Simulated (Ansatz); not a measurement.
Ansatz (a program for electronic structure) input (CCSD(T)/def2-SVPD):

Ansatz 0.2 input:
```yaml
crystal:
  periodic: [false, false, false]
  atoms:
    - {symbol: Fe, position_ang: [-0.00000000, -0.00000000, -0.56119034]}
    - {symbol: Cl, position_ang: [-0.00000000, -0.00000000, -2.70559071]}
    - {symbol: Br, position_ang: [0.00000000, 0.00000000, 1.73102831]}
basis:
  gaussian:
    orbitals: def2-SVPD
magnetization: {spin_polarized: true, initial_magnetization: 4}
correlation: {method: ccsd_t, electrons: outside_noble_gas}
output: {forces: true}
```

End of the output:

```
mean field evaluation 224: about -116842.8496 eV, gradient 2.8e-2 eV
mean field evaluation 256: about -116836.4555 eV, gradient 1.0e0 eV
mean field evaluation 288: about -116836.7359 eV, gradient 2.5e-1 eV
mean field evaluation 320: about -116836.1809 eV, gradient 6.1e-1 eV
mean field evaluation 352: about -116837.4205 eV, gradient 3.1e-3 eV
mean field evaluation 384: about -116835.9167 eV, gradient 2.1e1 eV
mean field -116842.84981681 eV, -4293.8955318395 hartree, gradient 8.0e-6 eV, S^2 6.014777; 12 other end points of the search recorded, 0 dependent functions left out
determinant -116842.84981681 eV, -4293.8955318395 hartree, with singles and doubles -116854.19016822 eV, -4294.3122820672 hartree
determinant -116842.47854482 eV, -4293.8818878457 hartree, with singles and doubles -116853.94100584 eV, -4294.3031255188 hartree
determinant -116842.46067964 eV, -4293.8812313125 hartree, with singles and doubles -116853.78281143 eV, -4294.2973119811 hartree
determinant -116842.84981681 eV, -4293.8955318395 hartree, with singles and doubles -116854.19432727 eV, -4294.3124349094 hartree
determinant -116842.47854482 eV, -4293.8818878457 hartree, with singles and doubles -116853.94859708 eV, -4294.3034044915 hartree
determinant -116842.46067964 eV, -4293.8812313125 hartree, with singles and doubles -116853.78709894 eV, -4294.2974695445 hartree
28 core orbitals not correlated
reference -116842.84981681 eV, -4293.8955318395 hartree; 13, 9 occupied and 61, 65 virtual orbitals, 990 factors
densities: 0.74 GiB planned
second order -10.51022473 eV of doubles, -0.00000000 eV of singles
coupled cluster: 0.53 GiB planned
cycle   1  -11.34451091 eV  change   -4.5e-7 eV  update   2.6e-6
cycle   2  -11.34451026 eV  change    6.4e-7 eV  update   1.8e-6
cycle   3  -11.34450937 eV  change    9.0e-7 eV  update   1.2e-6
cycle   4  -11.34450917 eV  change    2.0e-7 eV  update   3.4e-7
cycle   5  -11.34450913 eV  change    3.6e-8 eV  update   1.2e-7
perturbative correction -0.31428235 eV, -0.0115496632 hartree
the calculation of the forces begins
Total energy: -116854.50860829 eV, -4294.3239845237 hartree
Atom 0 at    -0.000000    -0.000000    -0.561190 Å, force    -0.000000    -0.000000     0.247641 eV/Å
Atom 1 at    -0.000000    -0.000000    -2.705591 Å, force    -0.000000     0.000000    -0.977997 eV/Å
Atom 2 at     0.000000     0.000000     1.731028 Å, force    -0.000000     0.000000     0.730355 eV/Å
Dipole moment:     0.000000    -0.000000     0.016550 e Å
```

The spin state was set by rule; other spins were not relaxed.
